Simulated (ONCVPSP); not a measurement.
What the settings do to the ONCV potential of nickel

Base potential:

```json
{
 "Element": "Ni",
 "Generator": "ONCVPSP 4.0.1",
 "Type": "optimised norm-conserving Vanderbilt (ONCV)",
 "Functional": "PBE",
 "Relativity": "scalar-relativistic",
 "Frozen core": "[Ne]",
 "Valence charge": "18",
 "Reference configuration": "3s2 3p6 3d8 4s2",
 "Partial waves": "3s+4s: rc 1.00 bohr, ncon 3, nbas 6, qcut 12.2 1/bohr, 2 projectors; 3p: rc 0.75 bohr, ncon 4, nbas 7, qcut 12 1/bohr, 2 projectors, debl 1.8 Ha; 3d: rc 0.75 bohr, ncon 4, nbas 7, qcut 11.2 1/bohr, 2 projectors, debl 4 Ha",
 "Local potential": "polynomial inside 0.55 bohr (lpopt 3, dvloc0 1 Ha)",
 "Core correction": "Teter function, fcfact 4, rcfact 1.3"
}
```

In the p channel the program set the typed energies aside and used -2.623, 0.250 Ha.

All-electron outer shells of the reference configuration (PBE, scalar-relativistic, ld1.x):

| shell | level (eV) | outermost node (bohr) | outermost maximum (bohr) |
| --- | --- | --- | --- |
| 2p | -844.68 | – | 0.16 |
| 3s | -111.06 | 0.30 | 0.64 |
| 3p | -71.39 | 0.27 | 0.65 |
| 3d | -8.87 | – | 0.63 |
| 4s | -5.64 | 0.92 | 2.24 |

Cutoffs, loose and tight: the cutoffs (Ha) at which the residual kinetic energy of the hardest occupied pseudo-wave falls to 1 and 0.1 mHa per electron. They do not see the model core or the augmentation charge, which bear on the density cutoff. Test errors are all-electron minus pseudo excitation energies from the reference, over the configurations 3s2 3p6 3d8 4s1; 3s2 3p6 3d8 4s0; 3s2 3p6 3d7 4s0; 3s2 3p6 3d8.5 4s1.5. A dash means not determined; rows that change the core or the reference have their own tests.

| change | outcome | cutoff, loose | cutoff, tight | bound ghosts | GHOST(+) flags above zero | largest test error (meV) |
| --- | --- | --- | --- | --- | --- | --- |
| base | generated, projector energies reset by the program | 308 Ha | 410 Ha | none | s | -2.5 |
| s: rc 0.72 | generated, projector energies reset by the program | 308 Ha | 410 Ha | none | s | -1.4 |
| s: rc 0.88 | generated, projector energies reset by the program | 308 Ha | 410 Ha | none | s | -2.1 |
| s: rc 1.04 | generated, projector energies reset by the program | 308 Ha | 410 Ha | none | s | -2.7 |
| s: rc 1.18 | generated, projector energies reset by the program | 308 Ha | 410 Ha | none | s | -3.6 |
| s: rc 1.28 | generated, projector energies reset by the program | 308 Ha | 410 Ha | none | s | -4.4 |
| s: rc 1.44 | generated, projector energies reset by the program | 308 Ha | 410 Ha | none | s | -5.3 |

Reading the sweep of the s radius (base included, trends over the rows without a ghost): The loose cutoff stays near 308 Ha. The median size of the test errors (rows with all tests solved) stays near 0.4 meV.
